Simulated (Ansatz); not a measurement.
Basis-set extrapolation for `F[SiH](F)S` (PBE0-D4/def2-TZVP geometry, frozen core, the Gaussian-basis code of Ansatz). Multiplicity 1, RHF reference.

```csv
,def2-TZVPP,def2-QZVPP
HF,-886.796700,-886.827351
MP2 correlation,-0.792538,-0.867422
CCSD(T) correlation,-0.845781,not run
```

Energies in hartree. Use E(X) = E(∞) + A·exp(−7.88·√X) for Hartree–Fock and E(X) = E(∞) + B·X^(−2.97) for correlation, with X = 3 and 4, and add CCSD(T) minus MP2 of the smaller set to the MP2 limit.

Question: What is the CCSD(T) energy at the basis-set limit?

Answer: HF limit: -886.827351 + (-0.030651) × 0.13774 = -886.83157. MP2 limit: -0.867422 + (-0.074884) × 0.74074 = -0.92289. Higher-order term: -0.845781 − (-0.792538) = -0.05324. Total: -887.80770 hartree, 433.8 kJ/mol below CCSD(T)/def2-TZVPP.
